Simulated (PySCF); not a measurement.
Zn(NH2)(GeH3) (GeH5NZn), SMILES [NH2][Zn][GeH3].

Geometry: B3LYP-D3(BJ)/def2-SVP. The structure was generated by enumeration; whether it is a known compound was not checked. One conformer was computed; it need not be the lowest.

Two levels are set side by side: PBE/def2-TZVPD (PySCF) and HF/def2-TZVPD (PySCF). Same geometry, gas phase. Differences are taken from unrounded values.

| quantity | PBE |
|---|---|
| orbital gap (eV) | 4.10 |
| highest occupied level (eV) | -5.58 |
| lowest empty level (eV) | -1.48 |
| dipole moment (D) | 1.07 |
| mean polarisability (bohr³) | 77.9 |

Question: These are the PBE values. What does HF give? (The exact figures need the calculation; the answer reports its results.)

Answer: 
```tsv
quantity	HF	PBE minus HF
orbital gap (eV)	10.77	-6.67
highest occupied level (eV)	-9.81	4.22
lowest empty level (eV)	0.97	-2.45
dipole moment (D)	1.25	-0.17
mean polarisability (bohr³)	66.5	11.5
```

Without exact exchange PBE keeps part of each electron's self-repulsion, which lifts occupied levels and narrows the gap. Loosely held outer electrons make PBE densities more polarisable. Differences between two approximate levels are no errors against the true value.

Rough cost on one machine, each run with all the roots and properties that it gave: HF against PBE about 1/2.
